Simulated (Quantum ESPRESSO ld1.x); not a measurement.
Species: Mo10+. Configuration: [Ar] 3d10 4s2 4p2. All-electron calculation, scalar-relativistic Kohn-Sham, LDA (Slater exchange, Perdew-Zunger correlation), spin-polarised, spherical densities, point nucleus; open shells are filled with parallel spins first. Program: ld1.x of Quantum ESPRESSO 7.5. Some entries of the table are withheld. Estimate them.

| orbital | occ. | eigenvalue (hartree) | r(max) (bohr) | <r^2> (bohr^2) |
|---|---|---|---|---|
| 1s up | 1 | -734.527 | 0.023 | 0.001672 |
| 1s down | 1 | -734.509 | 0.023 | 0.001672 |
| 2s up | 1 | -109.727 | 0.130 | 0.02789 |
| 2s down | 1 | -109.715 | 0.130 | 0.02789 |
| 2p up | 3 | -98.9217 | 0.104 | 0.02193 |
| 2p down | 3 | -98.9047 | 0.104 | 0.02193 |
| 3s up | 1 | -24.2220 | 0.382 | 0.2096 |
| 3s down | 1 | -24.1996 | 0.382 | 0.2093 |
| 3p up | 3 | -20.6742 | 0.376 | 0.2136 |
| 3p down | 3 | -20.6495 | 0.376 | 0.2131 |
| 3d up | 5 | -14.8934 | 0.321 | 0.2020 |
| 3d down | 5 | -14.8676 | 0.321 | 0.2011 |
| 4s up | 1 | -8.38863 | 0.944 | 1.127 |
| 4s down | 1 | -8.25945 | 0.936 | 1.128 |
| 4p up | 2 | -7.29121 | 0.990 | (1) |
| 4p down | 0 | -7.16267 | 0.990 | (2) |

Answer. 
(1) 4p up <r^2> (bohr^2): 1.268
(2) 4p down <r^2> (bohr^2): 1.274
